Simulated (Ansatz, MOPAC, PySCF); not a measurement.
Pair of molecules: HCl (SMILES Cl) (first 2 atoms) with SiH4 (SMILES [SiH4]); geometry from B3LYP-D3(BJ)/def2-TZVP, rigid monomers moved along the line of their centres of mass till Cl1···Si3 is 3.39 Å.
(charge 0, multiplicity 1):
```xyz
7

Cl    -0.0685    -0.3380    -0.3248
H     -0.6754    -1.3223     0.2291
Si     0.0090     0.1044     3.0370
H      0.8249     1.2140     2.5002
H     -1.3720     0.1955     2.5120
H     -0.0262     0.1821     4.5158
H      0.5986    -1.1925     2.6337
```

Counterpoise-corrected where a basis set is named; no monomer relaxation. Rows marked so take none.

Rows in 3-21G carry no dispersion term and start afresh at each structure. The state reached by AM1 isn't checked.

Codes used: Ansatz (Gaussian orbitals); MOPAC for AM1 (differences of heats of formation); PySCF for 3-21G rows. Each number belongs to the level named beside it.

### Question
One of these levels gives 2.48 kcal/mol for the interaction energy. Which?
A. HF/aug-cc-pV(T+d)Z
B. B3LYP/3-21G (no counterpoise)
C. AM1
D. HF/3-21G (no counterpoise)

### Answer
A, HF/aug-cc-pV(T+d)Z. The others give 1.45 (AM1), 0.96 (HF/3-21G (no counterpoise)), -0.04 (B3LYP/3-21G (no counterpoise))

Ansatz is a quantum-chemistry and plane-wave program.
